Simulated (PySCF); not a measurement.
**Basis and Hamiltonian dependence of the excitation energy of Ti**

Ti [Ar] 3d2 4s2 (3F) → Ti [Ar] 3d4 (5D). All values are computed (PySCF 2.14, energy differences of UHF-based or UKS calculations, no spin-orbit coupling). Values in eV.

```csv
basis,Hamiltonian,functions,UHF,r2SCAN,PBE0,MP2 (valence),CCSD(T) (valence),CCSD(T) (valence and next inner shell)
ANO-RCC-VTZP,spin-free X2C,59,4.705,2.868,3.048,4.220,4.302,4.013
aug-cc-pVDZ-DK,spin-free X2C,59,4.561,2.560,2.823,4.019,4.020,n/a
x2c-TZVPPall,spin-free X2C,64,4.570,2.600,2.846,4.036,4.063,3.837
jorge-TZP-DKH,spin-free X2C,65,5.248,n/a,n/a,n/a,n/a,4.738
def2-TZVPPD,non-relativistic,67,4.343,2.355,2.599,3.804,3.834,3.595
cc-pVTZ,non-relativistic,68,4.349,n/a,n/a,3.803,3.841,n/a
"x2c-TZVPPall with one added diffuse shell each of s, p, d, f type",spin-free X2C,80,4.561,2.564,2.821,4.012,4.017,3.802
aug-cc-pVTZ-DK,spin-free X2C,93,4.569,2.580,2.817,4.028,4.028,n/a
def2-QZVPPD,non-relativistic,93,4.364,2.346,2.581,3.804,3.822,3.540
aug-cc-pVTZ,non-relativistic,93,4.343,2.327,2.570,3.796,n/a,n/a
x2c-QZVPPall,spin-free X2C,96,4.591,2.594,2.823,4.038,4.052,3.789
dyall-av2z,non-relativistic,101,4.337,2.309,2.580,3.785,3.794,n/a
aug-cc-pVQZ-DK,spin-free X2C,140,4.586,2.585,2.823,4.026,n/a,n/a
aug-cc-pwCVQZ,non-relativistic,185,4.365,2.337,2.574,3.792,n/a,n/a
```

Frozen in the all-electron rows: valence: [Ar]; valence and next inner shell: [Ne].

At UHF, jorge-TZP-DKH lies more than 0.3 eV from the median of the rows with comparable relativity. Of these, jorge-TZP-DKH has no diffuse functions of the l that the added or promoted electron needs.

Non-relativistic rows lack the scalar-relativistic shift.
